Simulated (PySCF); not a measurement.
Electrostatic solvation of a mixed set.

Level: wB97X-D/def2-SVPD in PySCF, non-relativistic, each on one gas-phase PBE0-D3(BJ)/def2-SVP geometry that isn't relaxed in the solvent. The solvent is an IEF-PCM continuum (Bondi radii, 1.10 Å for H, scaled by 1.2). Specific hydrogen bonds and non-electrostatic terms are outside this model.

Question: Order them by E(solvent) − E(gas) in dimethylsulfoxide (ε = 46.83), most negative first (kJ/mol).
A. `[CH3+]`
B. `[CH2:1]=[C:2]([CH3:3])[CH:4]([CH3:5])[CH3:6]` with C1–C2–C4–C5 112°
C. `N#Cc1scc2ccccc12`

Answer: A (-325.6), C (-31.8), B (-7.2).

| SMILES | charge | ΔE (kJ/mol) | polarisation term (kJ/mol) | HOMO shift (eV) | dipole gas (D) | dipole solvent (D) | atoms | lowest singlet, gas (eV) | lowest singlet, solvent (eV) |
| --- | --- | --- | --- | --- | --- | --- | --- | --- | --- |
| [CH3+] | 1 | -325.6 | -325.8 | +6.68 | – | – | 4 | 6.02 | 6.00 |
| N#Cc1scc2ccccc12 | 0 | -31.8 | -40.1 | +0.12 | 5.22 | 7.32 | 16 | 3.69 | 3.62 |
| C=C(C)C(C)C | 0 | -7.2 | -7.9 | -0.04 | 0.51 | 0.81 | 18 | 7.13 | 7.01 |

The ion comes first with 325.6 kJ/mol, the neutral species gain 31.8 at most. The polarisation term is half the interaction of the solute with the induced surface charges. No dipole is given for ions, as it depends on the origin. Singlets are vertical TDDFT energies (frozen core, non-equilibrium response), the lowest in each medium.

wB97X-D is run here without its empirical dispersion term; that term would change no orbital, density or response property at a fixed geometry.
